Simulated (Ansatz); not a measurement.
C6H21N3SSi2⁺, that is (NMe2)3Si-S-SiH3 with one electron fewer, relaxed as a doublet with UKS r2SCAN-D4/def2-SVP in Ansatz, starting from the r2SCAN-D4/def2-SVP geometry of the neutral singlet. Force threshold 0.03 eV/Å.

Start:

```xyz
33

Si   -0.289    0.034   -0.336
N    -0.906    1.294    0.679
C    -0.795    2.717    0.449
C    -1.415    0.953    1.992
N    -1.282   -1.379   -0.288
C    -2.542   -1.443   -0.997
C    -1.012   -2.539    0.531
N     1.325   -0.415    0.121
C     1.993   -1.564   -0.457
C     2.088    0.258    1.151
S    -0.315    0.778   -2.388
Si    1.701    1.515   -2.419
H    -0.030    3.197    1.097
H    -0.534    2.918   -0.599
H    -1.760    3.221    0.655
H    -1.561   -0.136    2.077
H    -0.734    1.271    2.810
H    -2.395    1.436    2.174
H    -3.402   -1.524   -0.301
H    -2.581   -2.317   -1.677
H    -2.694   -0.541   -1.610
H    -0.905   -3.461   -0.078
H    -0.084   -2.401    1.103
H    -1.830   -2.723    1.258
H     1.395   -1.979   -1.284
H     2.150   -2.371    0.288
H     2.987   -1.291   -0.862
H     3.063    0.617    0.763
H     2.302   -0.411    2.009
H     1.533    1.129    1.529
H     2.721    0.429   -2.490
H     1.998    2.384   -1.240
H     1.810    2.342   -3.658
```

```csv
step,energy (eV),largest force component (eV/Å),SCF passes
1,-37596.2013,1.095,51
2,-37596.3801,0.718,31
3,-37596.4601,0.564,32
4,-37596.5074,0.281,31
5,-37596.5373,0.281,30
6,-37596.5605,0.282,31
7,-37596.5773,0.299,29
8,-37596.5940,0.185,30
9,-37596.6105,0.159,29
10,-37596.6178,0.106,30
11,-37596.6220,0.070,29
12,-37596.6245,0.042,30
13,-37596.6246,0.059,26
14,-37596.6257,0.017,24
```

Force components are those of the run's own axes.

End:

Cartesian coordinates in Å:
```
Si -0.073 0.073 -0.424
N -0.744 1.223 0.745
C -1.583 2.341 0.362
C -0.767 0.922 2.165
N -1.313 -1.200 -0.413
C -2.439 -1.248 -1.323
C -1.385 -2.138 0.688
N 1.394 -0.548 0.179
C 1.931 -1.781 -0.391
C 2.307 0.134 1.087
S -0.078 0.864 -2.390
Si 1.952 1.682 -2.334
H -1.199 3.265 0.832
H -1.578 2.480 -0.727
H -2.619 2.201 0.719
H -0.096 0.089 2.406
H -0.451 1.811 2.740
H -1.791 0.669 2.498
H -3.389 -1.084 -0.782
H -2.498 -2.250 -1.788
H -2.338 -0.503 -2.123
H -1.459 -3.168 0.295
H -0.489 -2.069 1.318
H -2.287 -1.961 1.304
H 1.236 -2.205 -1.134
H 2.094 -2.541 0.395
H 2.897 -1.600 -0.895
H 3.274 0.337 0.591
H 2.512 -0.482 1.981
H 1.893 1.098 1.413
H 2.939 0.571 -2.385
H 2.116 2.467 -1.078
H 2.031 2.550 -3.533
```

By distances, no bond broke or formed. The bond that changes most is Si1–S11, from 2.18 to 2.12 Å (atoms count from 1).

No frequencies were taken in this run, so the end may be a saddle point.

Run time 61 s (2 threads of AMD EPYC 7R13 on a shared host and a share (18 GiB) of an NVIDIA H100 80GB HBM3), peak host memory 1 GiB.
